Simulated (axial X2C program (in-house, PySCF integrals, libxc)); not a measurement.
**LiCa along the bond: LDA, two-component**

Computed with an axial X2C code built on PySCF integrals. Two-component (2c) means X2C with spin–orbit coupling and atomic mean-field two-electron Coulomb and Gaunt terms. Basis: Ca dyall-cv3z [11s12p6d4f], Li dyall-cv3z [7s8p2d] (cores contracted in-house); Gaussian nuclei, density fitting, unrestricted open shells. Masses: Ca 39.963 u, Li 7.016 u.

State: Ω = 1/2 (⟨Sz⟩ = 0.50, ⟨Lz⟩ = 0.00 at LDA). Dipoles are positive if Li is the positive end.

Results along the bond:

```
R (Å)  μ (D)  HOMO (eV)  LUMO (eV)
2.974  0.516      -2.72      -2.26
3.110  0.511      -2.75      -2.29
3.213  0.500      -2.78      -2.31
3.316  0.487      -2.81      -2.33
3.418  0.474      -2.83      -2.35
3.538  0.457      -2.86      -2.37
3.657  0.442      -2.89      -2.39
3.811  0.428      -2.93      -2.41
3.999  0.419      -2.97      -2.43
4.272  0.415      -3.03      -2.44
```

The state is a single determinant with fixed occupations, the lowest that a limited PBE0 search found. Density functionals use the spin component along the axis (collinear).
